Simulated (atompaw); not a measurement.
magnesium (Mg) PAW (atompaw): all-electron and pseudo phase curves

magnesium, PAW, made with atompaw 4.2.0.5 (PBE, scalar-relativistic). Core [He] 2s2, reference 2p6 3s2 3p0. Waves: 3s (bound); 3s channel at 4.95 Ry; 2p (bound); 3p (bound, empty). Local part: troulliermartins scheme with l = 2 at 0 Ry, radius 1.70 bohr. Core correction: smooth core density matched at 1.50 bohr. Augmentation charge: sinc compensation charge, radius 1.90 bohr; PAW radius 2.05 bohr; waves and projectors: bloechl.

The phase is arctan(r·u′/u) with u = r·R(r), unwrapped; energies in Ry, scanned from -5 to 5 Ry. A pole is an energy at which the radial function vanishes at the test radius. The pseudo phase is shifted by a multiple of π to meet the all-electron one at the reference energy, and phase errors are pseudo minus all-electron; the curves can meet again beyond the range given. Levels narrower than the energy grid can be missing from the lists of poles.

Question: For each channel, where are the poles, and over which energies does the pseudopotential scatter like the atom?

Answer:

| channel | radius (bohr) | reference energy (Ry) | poles, all-electron | poles, pseudo | unbroken range about the reference energy with phases within 0.05 rad | phase error 1 Ry above the reference energy (rad) |
| --- | --- | --- | --- | --- | --- | --- |
| s | 2.06 | -0.35 | 3.68 | 3.65 | the whole range | -0.005 |
| p | 2.06 | -0.10 | -3.36, 4.42 | -3.36, 4.73 | the whole range | +0.008 |

Phases in the s channel:

| E (Ry) | all-electron | pseudo |
| --- | --- | --- |
| -5.00 | 1.349 | 1.333 |
| -4.52 | 1.329 | 1.319 |
| -4.04 | 1.309 | 1.302 |
| -3.56 | 1.286 | 1.280 |
| -3.08 | 1.258 | 1.253 |
| -2.60 | 1.222 | 1.218 |
| -2.12 | 1.173 | 1.170 |
| -1.64 | 1.103 | 1.101 |
| -1.16 | 0.993 | 0.992 |
| -0.68 | 0.800 | 0.799 |
| -0.20 | 0.417 | 0.417 |
| 0.28 | -0.252 | -0.255 |
| 0.76 | -0.844 | -0.850 |
| 1.24 | -1.154 | -1.159 |
| 1.72 | -1.316 | -1.321 |
| 2.20 | -1.414 | -1.418 |
| 2.68 | -1.480 | -1.483 |
| 3.16 | -1.529 | -1.531 |
| 3.64 | -1.568 | -1.570 |
| 4.12 | -1.602 | -1.603 |
| 4.60 | -1.633 | -1.633 |
